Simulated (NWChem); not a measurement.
System: BeSiH₄Se; SMILES [SiH3][Be][SeH]

```xyz
7

Be    -0.0175    -0.5843     0.0057
Se    -0.0332     1.4578     0.0000
H      1.4416     1.4580    -0.0005
Si    -0.0146    -2.7651     0.0001
H     -1.1915    -3.3200    -0.7464
H     -0.0618    -3.3413     1.3836
H      1.2161    -3.3136    -0.6599
```
Atoms are numbered in this order, from 1.

Program: NWChem. Medium grid unless said otherwise, to which SCAN and Minnesota functionals are sensitive. Coordinates come from a PBE0/def2-SVP optimisation. Hybrids' shares of exact exchange are those that their runs print; pure functionals count as 0. The functionals differ in more than this share.

| row | share of exact exchange | highest occupied level (eV) |
|---|---|---|
| PBE/def2-TZVP | 0.00 | -6.35 |
| MN15-L/def2-TZVP | 0.00 | -6.64 |
| TPSSh/def2-TZVP | 0.10 | -6.85 |
| B3LYP/def2-TZVP | 0.20 | -7.19 |
| B3PW91/def2-TZVP | 0.20 | -7.25 |
| Hartree-Fock/def2-TZVP | 1.00 | withheld |

Fit a straight line of the last column on the one before it, predict the withheld value, and compare with the run.


1. Means of the 5 shown rows: x = 0.100, y = -6.856. Slope Σ(x − x̄)(y − ȳ)/Σ(x − x̄)² = -0.1450/0.04000 = -3.625; intercept -6.494.
2. The shown rows scatter about the line by 0.094 (root mean square); the largest residual is -0.15, at MN15-L/def2-TZVP.
3. At x = 1.00 (Hartree-Fock/def2-TZVP; beyond the shown range) the line gives -10.12.
4. The run gives -9.84, +0.28 from the line, 3.0 times the scatter.
